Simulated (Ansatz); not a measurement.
Stretching the Pb1–H2 bond in BrHPb (SMILES [Br][PbH]) (multiplicity 1 held, fragments rigid). Energies count from the point at 1.861 Å.
Geometry at that point (charge 0, multiplicity 1):
```xyz
3

Pb    -0.444    -0.366     0.531
H     -1.641    -0.965    -0.761
Br     1.086     0.885    -1.223
```

Active spaces are followed from a long bond inwards. Curves can end on different states.

Correlated levels freeze the cores. Filled d and f shells under p-block atoms count as core.

Codes used: Ansatz (a quantum-chemistry and plane-wave program) with Gaussian orbitals. Values without a source in brackets are computed. In def2 rows elements past Kr take small-core potentials, without spin–orbit coupling.

Q: Give the energy at R = 5.954 Å at the level FIC-MRCISD+Q on CASSCF(2,2)/def2-SVP.

A: 54.9 kcal/mol

Q: Estimate the energy at R = 5.954 Å that SC-NEVPT2 on CASSCF(2,2)/def2-SVP returns for this input.

A: 52.6 kcal/mol

Q: Estimate the energy at R = 5.954 Å that FIC-MRCISD on CASSCF(2,2)/def2-SVP returns for this input.

A: 54.5 kcal/mol
